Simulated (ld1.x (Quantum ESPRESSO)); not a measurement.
# What one change does to a pseudopotential (beryllium (Be), RRKJ)

- Element: beryllium
- Generator: ld1.x (Quantum ESPRESSO) 7.5
- Type: norm-conserving RRKJ (Kleinman–Bylander form)
- Functional: PBE
- Relativity: scalar-relativistic
- Frozen core: none
- Valence charge: 4
- Reference configuration: 1s2 2s2 2p0
- Partial waves: 2p (bound, empty): rc 4.05 bohr; 1s (bound): rc 0.45 bohr
- Local potential: the s channel
- Core correction: none

Occupied shells without a wave of their own: 2s. They enter only through the test configuration that unscreens the potential.

Change: all radii scaled by about 1.21 (s 0.54, p 4.90 bohr).

Cutoffs: the cutoffs (Ry, on a coarse ladder) from which the occupation-weighted sum of valence levels, in a spherical-Bessel basis at the reference potential, stays within 10 and 1 mRy of its value at 400 Ry; they do not see the model core or the augmentation charge, which bear on the density cutoff. Errors are all-electron minus pseudo energies relative to the spin-unpolarised reference configuration.

Q: Predict the effect on cutoff, ghosts and configuration errors.

A: The p channel binds one level more than in the base; the number of tests that count goes from 7 to 5; of the 5 tests that both files solve, the error grows in 5 and shrinks in 0 by more than 15 % and 0.3 meV (median size 28.7 → 66.0 meV); neither file shows a bound ghost at the reference potential, the only one tested. More of the atom is replaced by a form fitted at one configuration, so other configurations suffer.

```csv
quantity,base,changed
"cutoff, loose",over 300 Ry,260 Ry
"cutoff, tight",over 300 Ry,over 300 Ry
bound ghosts,none,none
"tests counted (converged, no solver errors)",7 of 7,5 of 7
"error for 1s2 2s1 2p0, meV [ΔE 9.55 eV]",+29,+66
"error for 1s2 2s0 2p0, meV [ΔE 27.50 eV]",+80,+184
"error for 1s2 2s1.5 2p0, meV [ΔE 3.76 eV]",+12,+28
"error for 1s2 2s1 2p1, meV [ΔE 3.61 eV]",+8.9,+21
"error for 1s1 2s2 2p0, meV [ΔE 128.28 eV]",+94,+187
```

Base: The 2s level has no wave, so the channel is fitted at the deeper level alone: the likely source of the large errors. Changed file: Tests not counted: 1s2 2s0 2p1 (solver errors, printed error -8.9 eV); 1s2 2s0 2p2 (solver errors, printed error -14.2 eV).
